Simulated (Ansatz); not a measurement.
C$_{4}$H$_{10}$Mg (SMILES C[CH2][Mg][CH2]C), singlet, at a GFN2-xTB geometry (such geometries of metal compounds can be far from the true shape); Ansatz (an electronic-structure program) with CASSCF(4,4)/STO-3G.

Ansatz was given this input:
Ansatz 0.2 input:
```yaml
crystal:
  periodic: [false, false, false]
  atoms:
    - {symbol: Mg, position_ang: [0.80097197, -0.45942904, -0.34186728]}
    - {symbol: C, position_ang: [-0.51739856, -0.53812041, 1.34553013]}
    - {symbol: C, position_ang: [-0.08631045, -1.50151835, 2.44762368]}
    - {symbol: H, position_ang: [-1.51594935, -0.82839553, 0.99053173]}
    - {symbol: H, position_ang: [-0.61697839, 0.46892860, 1.77171676]}
    - {symbol: H, position_ang: [0.88596577, -1.21884806, 2.85657787]}
    - {symbol: H, position_ang: [-0.01862412, -2.52399183, 2.06988591]}
    - {symbol: H, position_ang: [-0.80357728, -1.50433524, 3.27737011]}
    - {symbol: C, position_ang: [0.33329586, 0.81349192, -1.99812785]}
    - {symbol: C, position_ang: [-0.68729014, 1.78775850, -1.42774291]}
    - {symbol: H, position_ang: [-0.12369420, 0.26254517, -2.82872604]}
    - {symbol: H, position_ang: [1.17974285, 1.37552831, -2.40651851]}
    - {symbol: H, position_ang: [-0.24182690, 2.39278940, -0.63233567]}
    - {symbol: H, position_ang: [-1.54105047, 1.24720679, -1.00837027]}
    - {symbol: H, position_ang: [-1.06945197, 2.47205102, -2.19142282]}
basis:
  gaussian:
    orbitals: STO-3G
hamiltonian:
  xc: hf
magnetization: {spin_polarized: false}
correlation: {active_space: {window: {electrons: 4, orbitals: 4}}}
```

Task: Predict the main parts of the log of this Ansatz run.

Result: 
```
Functional definition: HF
505 factors; integrals over basis functions are off by at most 1.9e-4 eV
mean field evaluation 1: about -9590.4561 eV, gradient 1.8e1 eV
mean field evaluation 2: about -9591.4154 eV, gradient 1.8e1 eV
mean field evaluation 4: about -9593.0571 eV, gradient 1.5e0 eV
mean field evaluation 8: about -9593.0568 eV, gradient 1.3e-3 eV
mean field -9593.05678506 eV, -352.5383344436 hartree, gradient 2.3e-6 eV, S^2 0.000000; 0 other end points of the search recorded, 0 dependent functions left out
reference -9593.05678506 eV, -352.5383344436 hartree; 23, 23 occupied and 16, 16 virtual orbitals, 505 factors
state -9593.85599952 eV, -352.5677050331 hartree
Total energy: -9593.85599952 eV, -352.5677050331 hartree
```
